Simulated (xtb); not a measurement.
C$_{4}$H$_{9}$NO (SMILES CC(=O)N(C)C), singlet, from a rough starting geometry; xtb with GFN2-xTB.

Here is a job for xtb.
```
$ xtb mol.xyz --gfn 2 --opt vtight --json

# file mol.xyz
15

C     -1.49753228    -0.61641990    -0.93985361
N     -0.35098278    -0.10962604    -0.18996492
C     -0.72488753     0.22303505     1.17270213
C      0.83089960    -0.10305151    -0.73217448
C      1.97105610     0.41963457     0.17797364
O      1.06354183    -0.41319692    -1.91005104
H     -2.29273674     0.14609510    -1.00553137
H     -1.12212866    -0.83579159    -1.94967088
H     -1.91211917    -1.53963561    -0.52490703
H     -0.05092477     1.03401380     1.55313187
H     -0.71590617    -0.62106278     1.83572948
H     -1.73093414     0.72482699     1.18422774
H      2.86899398     0.28411538    -0.36478590
H      1.77984532     1.48810598     0.55279484
H      2.00772428    -0.26070387     1.04495289
```

What the program printed (banner, timings and long lists left out):

```
   ID    Z sym.   atoms
    1    6 C      1, 3-5
    2    7 N      2
    3    8 O      6
    4    1 H      7-15

           -------------------------------------------------
          |                Calculation Setup                |
           -------------------------------------------------

           -------------------------------------------------
          |                 G F N 2 - x T B                 |
           -------------------------------------------------

          ...................................................
          :                      SETUP                      :
          :.................................................:
          :  # basis functions                  33          :
          :  # atomic orbitals                  33          :
          :  # shells                           21          :
          :  # electrons                        36          :
          :  max. iterations                   250          :
          :  Hamiltonian                  GFN2-xTB          :
          :  restarted?                      false          :
          :  GBSA solvation                  false          :
          :  PC potential                    false          :
          :  electronic temp.          300.0000000     K    :
          :  accuracy                    1.0000000          :
          :  -> integral cutoff          0.2500000E+02      :
          :  -> integral neglect         0.1000000E-07      :
          :  -> SCF convergence          0.1000000E-05 Eh   :
          :  -> wf. convergence          0.1000000E-03 e    :
          :  Broyden damping             0.4000000          :
          :  net charge                          0          :
          :  unpaired electrons                  0          :
          ...................................................

 iter      E             dE          RMSdq      gap      omega  full diag
   1    -20.3000799 -0.203001E+02  0.372E+00    5.40       0.0  T
   2    -20.3750334 -0.749535E-01  0.210E+00    4.78       1.0  T
   3    -20.3785285 -0.349510E-02  0.121E+00    5.14       1.0  T
   4    -20.3787643 -0.235783E-03  0.197E-01    4.97       1.0  T
   5    -20.3791625 -0.398178E-03  0.834E-02    5.05       1.0  T
   6    -20.3791690 -0.652805E-05  0.395E-02    5.05       1.0  T
   7    -20.3791698 -0.830930E-06  0.936E-03    5.04       2.8  T
   8    -20.3791704 -0.608240E-06  0.335E-03    5.04       7.7  T
   9    -20.3791704  0.414004E-08  0.152E-03    5.04      17.0  T
  10    -20.3791704 -0.145063E-07  0.364E-04    5.04      70.9  T
  11    -20.3791704 -0.113887E-08  0.809E-05    5.04     319.2  T

   *** convergence criteria satisfied after 11 iterations ***

         :::::::::::::::::::::::::::::::::::::::::::::::::::::
         ::                     SUMMARY                     ::
         :::::::::::::::::::::::::::::::::::::::::::::::::::::
         :: total energy             -20.142345472703 Eh    ::
         :: gradient norm              0.125407363729 Eh/a0 ::
         :: HOMO-LUMO gap              5.043960635625 eV    ::
         ::.................................................::
         :: SCC energy               -20.379152155573 Eh    ::
         :: -> isotropic ES            0.042804116051 Eh    ::
         :: -> anisotropic ES          0.003756632986 Eh    ::
         :: -> anisotropic XC          0.008703092253 Eh    ::
         :: -> dispersion             -0.008387139716 Eh    ::
         :: repulsion energy           0.236806682870 Eh    ::
         :: add. restraining           0.000000000000 Eh    ::
         :: total charge               0.000000000000 e     ::
         :::::::::::::::::::::::::::::::::::::::::::::::::::::

      -----------------------------------------------------------
     |                   =====================                   |
     |                        A N C O P T                        |
     |                   =====================                   |
     |               Approximate Normal Coordinate               |
     |                Rational Function Optimizer                |
      -----------------------------------------------------------
      -----------------------------------------------------------
     |                   =====================                   |
     |                        A N C O P T                        |
     |                   =====================                   |
     |               Approximate Normal Coordinate               |
     |                Rational Function Optimizer                |
      -----------------------------------------------------------

          ...................................................
          :                      SETUP                      :
          :.................................................:
          :   optimization level         verytight          :
          :   max. optcycles                   300          :
          :   ANC micro-cycles                  20          :
          :   degrees of freedom                39          :
          :.................................................:
          :   RF solver                   davidson          :
          :   write xtbopt.log                true          :
          :   linear?                        false          :
          :   energy convergence         0.1000000E-06 Eh   :
          :   grad. convergence          0.2000000E-03 Eh/α :
          :   maxmium RF displ.          1.0000000          :
          :   Hlow (freq-cutoff)         0.1000000E-01      :
          :   Hmax (freq-cutoff)         5.0000000          :
          :   S6 in model hess.         20.0000000          :
          ...................................................

generating ANC from exact Hessian ...
Using Lindh-Hessian (1995)
 Shifting diagonal of input Hessian by    6.4263036596026767E-003
 Lowest  eigenvalues of input Hessian
[...]
 * total energy  :   -20.1542156 Eh     change       -0.7996230E-05 Eh
 * total energy  :   -20.1542251 Eh     change       -0.9484931E-05 Eh
 * total energy  :   -20.1542345 Eh     change       -0.9410895E-05 Eh
 * total energy  :   -20.1542434 Eh     change       -0.8965875E-05 Eh
 * total energy  :   -20.1542534 Eh     change       -0.9953110E-05 Eh
 * total energy  :   -20.1542595 Eh     change       -0.6103201E-05 Eh
 * total energy  :   -20.1542413 Eh     change        0.1818763E-04 Eh
 * total energy  :   -20.1542646 Eh     change       -0.2324125E-04 Eh
 * total energy  :   -20.1542656 Eh     change       -0.9998289E-06 Eh
 * total energy  :   -20.1542660 Eh     change       -0.4833330E-06 Eh
 * total energy  :   -20.1542662 Eh     change       -0.1139168E-06 Eh
 * total energy  :   -20.1542662 Eh     change       -0.7469959E-07 Eh
   *** GEOMETRY OPTIMIZATION CONVERGED AFTER 23 ITERATIONS ***
         :: total energy             -20.154266228046 Eh    ::
[...]
         :: total charge              -0.000000000000 e     ::
         :::::::::::::::::::::::::::::::::::::::::::::::::::::

           -------------------------------------------------
          |                Property Printout                |
           -------------------------------------------------

    * Orbital Energies and Occupations

         #    Occupation            Energy/Eh            Energy/eV
      -------------------------------------------------------------
         1        2.0000           -0.6867474             -18.6873
       ...           ...                  ...                  ...
         6        2.0000           -0.5645335             -15.3617
         7        2.0000           -0.5516183             -15.0103
         8        2.0000           -0.5438916             -14.8000
         9        2.0000           -0.5368294             -14.6079
        10        2.0000           -0.5067879             -13.7904
        11        2.0000           -0.4947279             -13.4622
        12        2.0000           -0.4895825             -13.3222
        13        2.0000           -0.4817974             -13.1104
        14        2.0000           -0.4767453             -12.9729
        15        2.0000           -0.4670581             -12.7093
        16        2.0000           -0.4625864             -12.5876
        17        2.0000           -0.3861552             -10.5078
        18        2.0000           -0.3839435             -10.4476 (HOMO)
        19                         -0.1969988              -5.3606 (LUMO)
        20                          0.0004420               0.0120
        21                          0.0859598               2.3391
        22                          0.1179139               3.2086
        23                          0.1225794               3.3356
        24                          0.1629360               4.4337
        25                          0.1716321               4.6703
        26                          0.1820276               4.9532
        27                          0.1989930               5.4149
        28                          0.2063410               5.6148
        29                          0.2236623               6.0862
       ...                                ...                  ...
        33                          0.6330859              17.2271
      -------------------------------------------------------------
                  HL-Gap            0.1869447 Eh            5.0870 eV
             Fermi-level           -0.2904712 Eh           -7.9041 eV

     #   Z          covCN         q      C6AA      α(0)
     1   6 C        3.702    -0.049    21.610     6.647
     2   7 N        2.732    -0.095    23.107     7.139
     3   6 C        3.695    -0.049    21.641     6.655
     4   6 C        2.761     0.267    22.490     7.766
     5   6 C        3.755    -0.138    23.215     6.870
     6   8 O        0.859    -0.448    22.665     6.383
     7   1 H        0.924     0.045     2.386     2.416
     8   1 H        0.925     0.088     1.899     2.155
     9   1 H        0.924     0.044     2.390     2.418
    10   1 H        0.925     0.056     2.246     2.343
    11   1 H        0.924     0.046     2.373     2.409
    12   1 H        0.925     0.060     2.204     2.322
    13   1 H        0.925     0.069     2.098     2.265
    14   1 H        0.925     0.053     2.282     2.363
    15   1 H        0.925     0.052     2.293     2.368

 Mol. C6AA /au·bohr⁶  :       1747.112097
 Mol. C8AA /au·bohr⁸  :      36790.585489
 Mol. α(0) /au        :         62.519413

Wiberg/Mayer (AO) data.
largest (>0.10) Wiberg bond orders for each atom

 ---------------------------------------------------------------------------
     #   Z sym  total        # sym  WBO       # sym  WBO       # sym  WBO
 ---------------------------------------------------------------------------
     1   6 C    3.968 --     2 N    0.999     7 H    0.978     9 H    0.978
                             8 H    0.972
     2   7 N    3.484 --     4 C    1.239     3 C    1.007     1 C    0.999
                             6 O    0.195
     3   6 C    3.975 --     2 N    1.007    12 H    0.981    10 H    0.976
                            11 H    0.974
     4   6 C    3.954 --     6 O    1.672     2 N    1.239     5 C    0.983
     5   6 C    3.995 --    13 H    0.984     4 C    0.983    15 H    0.973
                            14 H    0.967
     6   8 O    1.994 --     4 C    1.672     2 N    0.195
     7   1 H    0.998 --     1 C    0.978
     8   1 H    0.992 --     1 C    0.972
     9   1 H    0.998 --     1 C    0.978
    10   1 H    0.997 --     3 C    0.976
    11   1 H    0.998 --     3 C    0.974
    12   1 H    0.996 --     3 C    0.981
    13   1 H    0.995 --     5 C    0.984
    14   1 H    0.997 --     5 C    0.967
    15   1 H    0.997 --     5 C    0.973
 ---------------------------------------------------------------------------

Topologies differ in total number of bonds
Writing topology from bond orders to xtbtopo.mol

molecular dipole:
                 x           y           z       tot (Debye)
 q only:       -0.743       0.289       1.296
   full:       -0.783       0.346       1.564       4.532
molecular quadrupole (traceless):
                xx          xy          yy          xz          yz          zz
 q only:        3.213       1.868       0.931       4.744      -0.642      -4.144
  q+dip:        3.747       1.870       2.298       5.173      -1.729      -6.045
   full:        3.519       1.913       2.428       5.411      -1.681      -5.947

optimized geometry written to: xtbopt.xyz

           -------------------------------------------------
          | TOTAL ENERGY              -20.154266228046 Eh   |
          | GRADIENT NORM               0.000088024367 Eh/α |
          | HOMO-LUMO GAP               5.087023431185 eV   |
           -------------------------------------------------

normal termination of xtb
```
